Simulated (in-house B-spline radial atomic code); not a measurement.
Configurations of Ce, with energies counted from [Xe] 4f1 5d1 6s2. Method: scalar-relativistic (X2C) TPSSh, spin-polarised, spherical fractional occupations, exact exchange averaged over the configuration, Fermi nucleus of rms radius 4.8771 fm. Calculated with a B-spline radial code for spherical atoms. Shells without spins written out take the highest spin.

Occupations are held fixed; configurations that lie above the ionisation limit could autoionise.

```
               configuration  E - E(ref) (eV)  highest orbital  its <r> (bohr)
        [Xe] 4f1 5d1 6s1 7s1           3.3426            7s up           10.27
            [Xe] 5d1 6s2 7p1           10.575            7p up           12.13
[Kr] 4d9 4f1 5s2 5p6 5d2 6s2           110.86          6s down           4.327
```

(1) Order these further configurations by energy, lowest first.
A. [Kr] 4d10 4f1 5s2 5p5 5d1 6s2 7p1
B. [Xe] 5d1 6s2 7f1
C. [Xe] 4f1 6s2 7d1
D. [Kr] 4d10 4f1 5s2 5p5 5d1 6s2 7s1

## Answers

(1) C (5.554 eV), B (11.782 eV), D (25.155 eV), A (25.702 eV).
